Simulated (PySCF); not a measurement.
**Finite-field polarisability of Ca (calcium, neutral)**

[Ar] 4s2, closed-shell 1S. All numbers are calculated (PySCF 2.14, the non-relativistic Hamiltonian (point nucleus), in dyall-av2z (17s13p4d, 76 functions)). Frozen: [Ar]. Energy changes in a uniform field (μhartree):

```
axis  F (au)        HF       MP2      CCSD   CCSD(T)
   x   0.001   -92.558   -85.626   -88.991   -88.991
   x   0.002  -370.487  -342.722  -356.047  -356.047
```

**Question.** Derive α along x at CCSD(T) from the two fields.

**Answer.** With ΔE = −αF²/2 − γF⁴/24, α = −(16 ΔE(F) − ΔE(2F))/(6F²) = 178.0 bohr³.

**Question.** And the mean polarisability at each level?

**Answer.** HF 185.1, MP2 171.2, CCSD 178.0, CCSD(T) 178.0 bohr³. Reference: 160.8 ± 4 bohr³ (recommended; Schwerdtfeger and Nagle, table of static dipole polarizabilities (2023 update)).

CCSD(T) lies more than 5 % above the reference; correlation of the frozen inner shells, absent here, would lower it.

A double-zeta set is small for polarisabilities.
